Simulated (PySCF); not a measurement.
C3H9Bi, singlet, at a GFN2-xTB geometry (such geometries of metal compounds can be far from the true shape) (core potentials on Bi). Base run: TPSS/def2-SV(P) (PySCF).

The PySCF input:
```python
from pyscf import gto, scf, dft

mol = gto.Mole()
mol.atom = '''
    Bi   -0.002659   -0.004640    0.327743
    C    -1.054870   -1.539191   -0.968824
    H    -0.644258   -2.523836   -0.787761
    H    -0.909467   -1.279089   -2.007316
    H    -2.114519   -1.549539   -0.749581
    C    -0.805824    1.709749   -0.920807
    H    -0.653336    1.483239   -1.966131
    H    -0.285046    2.626103   -0.675622
    H    -1.863857    1.841177   -0.735861
    C     1.883531   -0.130710   -0.925042
    H     1.611031   -0.120001   -1.970456
    H     2.416855   -1.046397   -0.705692
    H     2.526288    0.714369   -0.716193
'''
mol.basis = 'def2-sv(p)'
mol.ecp = {'Bi': 'def2-sv(p)'}
mol.charge = 0
mol.spin = 0
mol.verbose = 4
mol.build()

mf = dft.RKS(mol)
mf.xc = 'tpss'
mf.kernel()
```

The base run was repeated with changes; each row names its change, and settings that it needs were set with it.

```
change                          ΔE vs base (µEh)  grid points  electrons on the grid
------------------------------  ----------------  -----------  ---------------------
base                                         0.0       154072               49.99997
grids.atom_grid = (150, 974)                -6.1      1056304               50.00000
grids.level = 5                             -5.3       390752               50.00000
grids.becke_scheme = stratmann              -2.0       154072               49.99997
grids.radi_method = delley                   0.2       163192               49.99997
grids.atom_grid = (75, 302)                 24.8       189336               49.99990
grids.atom_grid = (50, 194)                 -355        85928               49.99958
grids.atom_grid = (99, 590)                 -4.1       422448               49.99999
grids.level = 2                             13.1        97168               49.99991
grids.level = 4                             -4.6       261112               49.99999
grids.atom_grid = (30, 110)                 8101        32040               49.99937
```
